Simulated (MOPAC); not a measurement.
Input file for MOPAC: AM1 on hydrogen selenide (SMILES [SeH2]), a point of a bond scan (R = 2.941 Å).

```
AM1 1SCF PRECISE CHARGE=0 THREADS=1
H2Se

Se     0.00006887 1     0.05705775 1     0.00248776 1
H     -2.10508771 1    -1.99484047 1    -0.07888000 1
H      1.05016787 1    -0.97107215 1    -0.04638768 1
```

The log:

```
*******************************************************************************
 **                                                                           **
 **                              MOPAC v23.2.5                                **
 **                                                                           **
 *******************************************************************************
 ** MOPAC's Digital Object Identifier: https://doi.org/10.5281/zenodo.6511958 **
 **                                                                           **
 ** Please cite the open-source release paper for use of this MOPAC version:  **
 ** J. E. Moussa and J. J. P. Stewart (2026)                                  **
 ** MOPAC: An open-source semiempirical molecular orbital program             **
 ** J. Open Source Softw., 11(119), 8025, https://doi.org/10.21105/joss.08025 **
 *******************************************************************************

                              AM1 CALCULATION RESULTS

 *******************************************************************************
 *  AM1        - The AM1 Hamiltonian to be used
 *
 *
 *
 *                 CHARGE ON SYSTEM = 0
 *
 *
 *
 *  PRECISE    - TIGHTER CRITERIA TO BE USED
 *  1SCF       - DO 1 SCF AND THEN STOP
 *  THREADS=1  - MULTI-THREADING NOT USED
 *  T=         - A TIME OF 172800.0 SECONDS REQUESTED
 *  DUMP=N     - RESTART FILE WRITTEN EVERY 7200.0 SECONDS REQUESTED
 *******************************************************************************
AM1 1SCF PRECISE CHARGE=0 THREADS=1
 H2Se

   ATOM   CHEMICAL          X               Y               Z
  NUMBER   SYMBOL      (ANGSTROMS)     (ANGSTROMS)     (ANGSTROMS)

     1      Se          0.00006887  *   0.05705775  *   0.00248776  *
     2       H         -2.10508771  *  -1.99484047  *  -0.07888000  *
     3       H          1.05016787  *  -0.97107215  *  -0.04638768  *



          CARTESIAN COORDINATES

    NO.       ATOM           X           Y           Z

     1        Se          0.0001      0.0571      0.0025
     2         H         -2.1051     -1.9948     -0.0789
     3         H          1.0502     -0.9711     -0.0464

  H: (AM1): M.J.S. DEWAR ET AL, J. AM. CHEM. SOC. 107 3902-3909 (1985)
 Se: (AM1): J. J. P. STEWART, J. MOL. MOD., 10, 155-164 (2004)

           Empirical Formula: H2 Se  =     3 atoms



      MOLECULAR POINT GROUP   :   Cs


      RHF CALCULATION, NO. OF DOUBLY OCCUPIED LEVELS = 4


 -------------------------------------------------------------------------------
 AM1 1SCF PRECISE CHARGE=0 THREADS=1
 H2Se



     1SCF WAS SPECIFIED, SO BFGS WAS NOT USED
     SCF FIELD WAS ACHIEVED


                              AM1 CALCULATION
                                                       MOPAC v23.2.5 Linux




          FINAL HEAT OF FORMATION =        132.46707 KCAL/MOL =     554.24222 KJ/MOL


          COSMO AREA              =         76.55 SQUARE ANGSTROMS
          COSMO VOLUME            =         56.22 CUBIC ANGSTROMS

          IONIZATION POTENTIAL    =          7.755291 EV
          HOMO LUMO ENERGIES (EV) =         -7.755 -3.179
          NO. OF FILLED LEVELS    =          4
          MOLECULAR WEIGHT        =         80.9758         POINT GROUP:  Cs

          MOLECULAR DIMENSIONS (Angstroms)

            Atom       Atom       Distance
            H     3    H     2     3.31735
            H     2   Se     1     1.30321
            H     2   Se     1     0.00000


          SCF CALCULATIONS        =          1





   ATOM   CHEMICAL          X               Y               Z
  NUMBER   SYMBOL      (ANGSTROMS)     (ANGSTROMS)     (ANGSTROMS)

     1      Se          0.00006887  *   0.05705775  *   0.00248776  *
     2       H         -2.10508771  *  -1.99484047  *  -0.07888000  *
     3       H          1.05016787  *  -0.97107215  *  -0.04638768  *

                             CARTESIAN COORDINATES

   1   Se        0.000068870     0.057057750     0.002487760
   2    H       -2.105087710    -1.994840470    -0.078880000
   3    H        1.050167870    -0.971072150    -0.046387680


           Empirical Formula: H2 Se  =     3 atoms



      MOLECULAR POINT GROUP   :   Cs


                  EIGENVALUES
 -19.39089 -11.95509  -8.62159  -7.75529  -3.17932   0.64121


              NET ATOMIC CHARGES AND DIPOLE CONTRIBUTIONS

  ATOM NO.   TYPE          CHARGE      No. of ELECS.   s-Pop       p-Pop
    1         Se          -0.164678        6.1647     1.97953     4.18515
    2          H           0.168362        0.8316     0.83164
    3          H          -0.003684        1.0037     1.00368
 DIPOLE           X         Y         Z       TOTAL
 POINT-CHG.    -1.721    -1.641    -0.065     2.379
 HYBRID         0.420    -0.594    -0.027     0.727
 SUM           -1.301    -2.235    -0.092     2.588


          ATOMIC ORBITAL ELECTRON POPULATIONS

     Atom    s        px        py        pz
    1 Se   1.97953   1.08812   1.09878   1.99825
    2  H   0.83164
    3  H   1.00368

 **********************
 *                    *
 * JOB ENDED NORMALLY *
 *                    *
 **********************




 == MOPAC DONE ==
```

The run finished.

Cost: around 0.03 core-seconds (rough).
